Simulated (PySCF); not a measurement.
Numbering as in the mapped SMILES `[CH:1]#[C:2][C:3]1=[CH:4][C:5](=[CH2:6])[C:7]([F:8])=[C:9]1[C:10]#[C:11][CH3:12]`. Hydrogens are named by the atom that carries them. Ha(C6) is cis to C4; Hb(C6) is trans to C4.

PySCF 2.14 calculation with structure optimised with GFN2-xTB and σ from GIAO-PBE0/pcSseg-1; relativity neglected, rapidly exchanging positions averaged, no solvent model, a single conformation.

Shifts are taken against calculated references (same method and geometry level): ¹³C and ¹H vs TMS; ¹⁹F vs CFCl3.

```tsv
atoms	nucleus	count	Hirshfeld charge	δ (ppm)
H(C12)	¹H	3	0.06	2.37
C3	¹³C	1	0.01	?
Hb(C6)	¹H	1	0.06	?
C10	¹³C	1	-0.08	77.1
C4	¹³C	1	-0.06	?
C2	¹³C	1	-0.04	83.6
C12	¹³C	1	-0.09	6.5
C5	¹³C	1	-0.01	150.5
F8	¹⁹F	1	-0.07	-142.3
C7	¹³C	1	0.08	169.8
H(C4)	¹H	1	0.06	6.17
C11	¹³C	1	-0.03	109.4
C9	¹³C	1	-0.02	113.1
C6	¹³C	1	-0.05	?
C1	¹³C	1	-0.10	97.6
Ha(C6)	¹H	1	0.06	6.11
H(C1)	¹H	1	0.09	?
```

Task: Estimate the values marked ?.

Result: 
- C3: 132.8 ppm, fully substituted alkene carbon; the olefinic region
- C6: 131.6 ppm, terminal =CH2 carbon; the olefinic region
- C4: 128.1 ppm, alkene CH; as expected for a trigonal carbon in a double bond
- Hb(C6): 6.42 ppm, hydrogen on a terminal =CH2 carbon; olefinic region
- H(C1): 3.21 ppm, hydrogen on a terminal alkyne carbon; it lies on the axis of the triple bond, in its shielding cone

Shifts are as computed. Against solution values, carbons near 30 ppm lie about +3 ppm off and those near 130 ppm about +5 ppm. Of 1211 compounds with measured shifts, 218 miss one by over three times the rms of a fit or turn the order of signals round; such compounds aren't used in these exercises. Unscaled 19F shifts against computed CFCl3 carry errors that often reach 10 to 50 ppm.
